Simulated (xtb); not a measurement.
C$_{3}$H$_{5}$ (SMILES C=[C]C), doublet, from a rough starting geometry; GFN2-xTB (xtb 6.7.1).

Input for xtb:
```
$ xtb mol.xyz --gfn 2 --uhf 1 --opt vtight --json

# file mol.xyz
8

C      1.37262121     0.39588226     0.01085648
C      0.02617798     0.81004724    -0.01248339
H      1.64572728    -0.63784623    -0.04481600
H      2.10945152     1.12035023    -0.03646580
C     -1.04592883    -0.19131104    -0.00835682
H     -0.68369612    -1.29399867     0.07851369
H     -1.74580969    -0.08164636     0.93222612
H     -1.75510438    -0.15343802    -0.88567432
```

The log (banner, timings and long lists left out):

```
   ID    Z sym.   atoms
    1    6 C      1, 2, 5
    2    1 H      3, 4, 6-8

           -------------------------------------------------
          |                Calculation Setup                |
           -------------------------------------------------

           -------------------------------------------------
          |                 G F N 2 - x T B                 |
           -------------------------------------------------

          ...................................................
          :                      SETUP                      :
          :.................................................:
          :  # basis functions                  17          :
          :  # atomic orbitals                  17          :
          :  # shells                           11          :
          :  # electrons                        17          :
          :  max. iterations                   250          :
          :  Hamiltonian                  GFN2-xTB          :
          :  restarted?                      false          :
          :  GBSA solvation                  false          :
          :  PC potential                    false          :
          :  electronic temp.          300.0000000     K    :
          :  accuracy                    1.0000000          :
          :  -> integral cutoff          0.2500000E+02      :
          :  -> integral neglect         0.1000000E-07      :
          :  -> SCF convergence          0.1000000E-05 Eh   :
          :  -> wf. convergence          0.1000000E-03 e    :
          :  Broyden damping             0.4000000          :
          :  net charge                          0          :
          :  unpaired electrons                  1          :
          ...................................................

 iter      E             dE          RMSdq      gap      omega  full diag
   1     -8.9168474 -0.891685E+01  0.456E+00    3.12       0.0  T
   2     -8.9231012 -0.625386E-02  0.300E+00    3.49       1.0  T
   3     -8.9008313  0.222699E-01  0.246E+00    2.96       1.0  T
   4     -8.9364463 -0.356150E-01  0.397E-01    3.29       1.0  T
   5     -8.9367566 -0.310241E-03  0.110E-01    3.27       1.0  T
   6     -8.9367945 -0.379743E-04  0.515E-02    3.28       1.0  T
   7     -8.9367950 -0.454022E-06  0.613E-03    3.28       5.8  T
   8     -8.9367950 -0.405009E-08  0.479E-03    3.28       7.4  T
   9     -8.9367951 -0.914809E-07  0.567E-04    3.28      62.3  T
[...]
 * total energy  :    -8.8396800 Eh     change       -0.1316175E-03 Eh
 * total energy  :    -8.8397282 Eh     change       -0.4818701E-04 Eh
 * total energy  :    -8.8397340 Eh     change       -0.5791733E-05 Eh
 * total energy  :    -8.8397367 Eh     change       -0.2719342E-05 Eh
 * total energy  :    -8.8397372 Eh     change       -0.5242800E-06 Eh
 * total energy  :    -8.8397377 Eh     change       -0.4596197E-06 Eh
 * total energy  :    -8.8397380 Eh     change       -0.3444509E-06 Eh
 * total energy  :    -8.8397383 Eh     change       -0.2802721E-06 Eh
 * total energy  :    -8.8397385 Eh     change       -0.2496361E-06 Eh
 * total energy  :    -8.8397387 Eh     change       -0.1638189E-06 Eh
 * total energy  :    -8.8397388 Eh     change       -0.1115372E-06 Eh
 * total energy  :    -8.8397389 Eh     change       -0.8408167E-07 Eh
   *** GEOMETRY OPTIMIZATION CONVERGED AFTER 18 ITERATIONS ***
         :: total energy              -8.839738907597 Eh    ::
[...]

     #   Z          covCN         q      C6AA      α(0)
     1   6 C        2.831    -0.098    30.452     9.043
     2   6 C        1.960    -0.063    32.790     9.247
     3   1 H        0.924     0.044     2.399     2.422
     4   1 H        0.926     0.046     2.365     2.405
     5   6 C        3.752    -0.088    22.237     6.725
     6   1 H        0.924     0.050     2.318     2.381
     7   1 H        0.924     0.054     2.266     2.354
     8   1 H        0.924     0.054     2.267     2.354

 Mol. C6AA /au·bohr⁶  :        554.816162
 Mol. C8AA /au·bohr⁸  :      12588.364068
 Mol. α(0) /au        :         36.931149

Wiberg/Mayer (AO) data.
largest (>0.10) Wiberg bond orders for each atom

 ---------------------------------------------------------------------------
     #   Z sym  total        # sym  WBO       # sym  WBO       # sym  WBO
 ---------------------------------------------------------------------------
     1   6 C    3.982 --     2 C    2.066     4 H    0.946     3 H    0.902
     2   6 C    3.329 --     1 C    2.066     5 C    1.099
     3   1 H    0.989 --     1 C    0.902
     4   1 H    0.997 --     1 C    0.946
     5   6 C    3.997 --     2 C    1.099     8 H    0.963     7 H    0.963
                             6 H    0.939
     6   1 H    0.995 --     5 C    0.939
     7   1 H    0.997 --     5 C    0.963
     8   1 H    0.997 --     5 C    0.963
 ---------------------------------------------------------------------------

Topologies differ in total number of bonds
Writing topology from bond orders to xtbtopo.mol

molecular dipole:
                 x           y           z       tot (Debye)
 q only:       -0.186      -0.160       0.006
   full:       -0.163      -0.311       0.008       0.893
molecular quadrupole (traceless):
                xx          xy          yy          xz          yz          zz
 q only:        1.100       0.296      -0.406      -0.033      -0.011      -0.694
  q+dip:        2.793       0.275      -0.726      -0.076      -0.033      -2.067
   full:        1.799       0.254      -0.588      -0.050      -0.019      -1.211

optimized geometry written to: xtbopt.xyz

           -------------------------------------------------
          | TOTAL ENERGY               -8.839738907597 Eh   |
          | GRADIENT NORM               0.000039275108 Eh/α |
          | HOMO-LUMO GAP               3.310524666116 eV   |
           -------------------------------------------------

normal termination of xtb
```
